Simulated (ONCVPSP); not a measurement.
## Reading a pseudo-wave (Tc)

Columns: radius, all-electron u(r) and pseudo u(r) of the 4d shell (level -6.66 eV) of technetium in the configuration [Ar] 3d10 4s2 4p6 4d5 5s2; PBE, scalar-relativistic, ONCV scheme, ONCVPSP 4.0.1.

```csv
r (bohr),all-electron,pseudo
0.095,-0.1361,0.0022
0.190,-0.3431,0.0172
0.285,-0.3751,0.0546
0.380,-0.2550,0.1188
0.475,-0.0627,0.2079
0.570,0.1438,0.3150
0.665,0.3324,0.4293
0.760,0.4897,0.5396
0.855,0.6120,0.6361
0.950,0.7002,0.7123
1.045,0.7585,0.7658
1.140,0.7917,0.7971
1.235,0.8052,0.8094
1.330,0.8036,0.8066
1.425,0.7908,0.7925
1.520,0.7699,0.7708
1.615,0.7436,0.7438
1.710,0.7136,0.7136
1.805,0.6816,0.6815
1.900,0.6485,0.6484
1.995,0.6152,0.6151
2.090,0.5822,0.5822
2.185,0.5500,0.5499
2.280,0.5187,0.5187
2.375,0.4887,0.4886
2.470,0.4599,0.4599
```

Question: How many radial nodes do the two functions have?

Answer: The all-electron 4d function has n − l − 1 = 1; the pseudo-wave has 0, since the states of the same l below it are removed with the core.

Question: At about which radius was the pseudo-wave matched?

Answer: 1.80 bohr. The columns agree to 0.0005 from 1.61 bohr on; several derivatives are matched, so the curves merge somewhat inside the radius.

Question: Where does each function peak?

Answer: Outermost all-electron maximum near 1.24 bohr, pseudo maximum near 1.24 bohr (to the table’s step).

Question: Is the pseudo-wave norm-conserving?

Answer: Yes: the ONCV scheme keeps the norm inside the radius equal to the all-electron one, which fixes the energy derivative of the logarithmic derivative at the level.
